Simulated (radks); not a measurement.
All-electron atom: the bismuth ion Bi22+ in [Kr] 4d10 4f13 5s2. Calculated with a radial shooting solver on a logarithmic mesh with Libxc functionals: Dirac Kohn-Sham, BLYP, spin-unpolarised, spherical densities, finite nucleus; open shells fill j = l - 1/2 first; Fermi nuclear charge, rms radius 5.5211 fm.

Spin-orbit splittings of the eigenvalues, e(l+1/2) - e(l-1/2), with zeta = 2 splitting/(2l+1) and mean radii in bohr:

| shell | occ. | splitting (eV) | zeta (eV) | <r> j=l-1/2 | <r> j=l+1/2 |
|---|---|---|---|---|---|
| 2p | 6 | 2321 | 1548 | 0.05387 | 0.06291 |
| 3p | 6 | 520.8 | 347.2 | 0.1613 | 0.1778 |
| 3d | 10 | 110.6 | 44.25 | 0.1542 | 0.1592 |
| 4p | 6 | ? | ? | 0.3740 | 0.4070 |
| 4d | 10 | 25.01 | 10.00 | 0.4074 | 0.4175 |
| 4f | 13 | 6.084 | 1.738 | 0.4132 | 0.4180 |

Estimate the 4p splitting.

Answer. 131.3 eV (zeta = 87.56 eV).
